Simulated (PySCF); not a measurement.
C2H6O2W, SMILES [CH3][W]([CH3])(=[O])=[O], multiplicity 1.

Geometry: B3LYP-D3(BJ)/def2-SVP. The multiplicity is an assumed one; no other spin state was optimised. The structure was generated by enumeration; whether it is a known compound was not checked. The def2 effective core potentials stand for the cores of W; spin–orbit coupling is left out.

These are PBE/def2-TZVP run with PySCF values and carry that method's errors.

Symmetry labels are those of the subgroup C2v that the program uses (full group C2v).

Q: List the valence orbital energies around the gap with their symmetry. (The exact figures need the calculation; the answer reports its results.)

A: 
| orbital | symmetry | energy (eV) |
|---|---|---|
| HOMO−7 | A1 | -9.92 |
| HOMO−6 | B2 | -9.36 |
| HOMO−5 | B1 | -8.95 |
| HOMO−4 | A2 | -8.94 |
| HOMO−3 | A1 | -8.67 |
| HOMO−2 | A1 | -8.33 |
| HOMO−1 | B1 | -7.32 |
| HOMO | B2 | -7.24 |
| LUMO | A1 | -3.27 |
| LUMO+1 | A2 | -2.29 |
| LUMO+2 | B1 | -0.92 |
| LUMO+3 | A1 | -0.64 |
